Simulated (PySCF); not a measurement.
From a computed spectrum to the compound

A species of 5 atoms with charge -1 has these harmonic modes (PBE0, small Gaussian bases with core potentials, PySCF 2.14.0):

| cm⁻¹ | km/mol | symmetry |
| --- | --- | --- |
| 478 | 447.9 | t2 |
| 478 | 447.9 | t2 |
| 478 | 447.9 | t2 |
| 512 | 0.0 | e |
| 512 | 0.0 | e |
| 1252 | 1041.0 | t2 |
| 1252 | 1041.0 | t2 |
| 1252 | 1041.0 | t2 |
| 1366 | 0.0 | a1 |

Task: Which species is it, and in which structure?

Result: [HoH4]− (singlet in the valence; each metal's 4f electrons, 10 of them, lie in its core potential, out of spins and levels):
```xyz
5

Ho    0.0000    0.0000    0.0000
H     1.1993    1.1993    1.1993
H    -1.1993   -1.1993    1.1993
H     1.1993   -1.1993   -1.1993
H    -1.1993    1.1993   -1.1993
```
Ideal gas at 298.15 K and 1 bar: S = 259.4 J/(mol K), Cp = 62.5 J/(mol K), H − H(0 K) = 13.1 kJ/mol (rigid rotor, harmonic modes, spin degeneracy alone, that of the 4f electrons in the core included). An lcecp potential fixes the number of 4f electrons, so in runs with it no electron can move into or out of that shell.
 The answer isn't unique; the calculation gave this one.
